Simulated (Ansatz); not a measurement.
Basis-set extrapolation for C₈H₁₆ (`CC1(C)CCCCC1`) (PBE0-D4/def2-TZVP geometry, frozen core, Ansatz 0.2.0). Multiplicity 1, RHF reference.

|  | def2-TZVPP | def2-QZVPP |
| --- | --- | --- |
| HF | -312.385825 | -312.400125 |
| MP2 correlation | -1.399838 | -1.485217 |
| CCSD(T) correlation | -1.538906 | not run |

Energies in hartree. Use E(X) = E(∞) + A·exp(−7.88·√X) for Hartree–Fock and E(X) = E(∞) + B·X^(−2.97) for correlation, with X = 3 and 4, and add CCSD(T) minus MP2 of the smaller set to the MP2 limit.

Q: What is the CCSD(T) energy at the basis-set limit?

A: HF limit: -312.400125 + (-0.014300) × 0.13774 = -312.40209. MP2 limit: -1.485217 + (-0.085379) × 0.74074 = -1.54846. Higher-order term: -1.538906 − (-1.399838) = -0.13907. Total: -314.08962 hartree, 103.5 kcal/mol below CCSD(T)/def2-TZVPP.
